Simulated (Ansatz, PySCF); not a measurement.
Process, species as SMILES: [B]I -> [B][I+] + e-
Geometries: B3LYP-D3(BJ)/def2-TZVP minima from Ansatz (a program for electronic structure). Unstable Hartree-Fock reference: [B]I.
Geometry of the first species:
```
B
I 1 2.1421
```

Quantity: adiabatic ionisation energy (0 K, with B3LYP-D3(BJ) harmonic zero-point energies from PySCF), in eV. Cores are frozen in the correlated levels unless marked. Open shells are spin-unrestricted. Spin-orbit coupling is left out. The frozen core is the preceding noble-gas configuration, with the filled d and f shells of earlier blocks. In def2 rows, elements after Kr have scalar-relativistic effective core potentials. CBS marks a two-point X^-3 extrapolation of the correlation energy; Hartree-Fock from the larger set.

```csv
level,program,adiabatic ionisation energy (eV)
BLYP/def2-TZVPD,Ansatz,___
B3LYP-D3(BJ)/def2-TZVPD,Ansatz + dftd3,9.17
PBE0-D4/def2-TZVP,Ansatz + dftd4,9.05
PBE0/def2-TZVPD,Ansatz,9.05
r2SCAN0-D4/def2-TZVPD,Ansatz + dftd4,___
CAM-B3LYP-D3(BJ)/def2-TZVPD,Ansatz + dftd3,9.17
wB97M-V/def2-TZVPD,Ansatz,9.27
CCSDT(Q)/def2-SVP,Ansatz,8.93
"CCSD(T)/CBS(def2-TZVPPD,def2-QZVPPD)",Ansatz,___
```

### Question
Some entries are withheld; supply them.

### Answer

- BLYP/def2-TZVPD, adiabatic ionisation energy (eV): 8.98
- r2SCAN0-D4/def2-TZVPD, adiabatic ionisation energy (eV): 8.96
- CCSD(T)/CBS(def2-TZVPPD,def2-QZVPPD), adiabatic ionisation energy (eV): 9.32
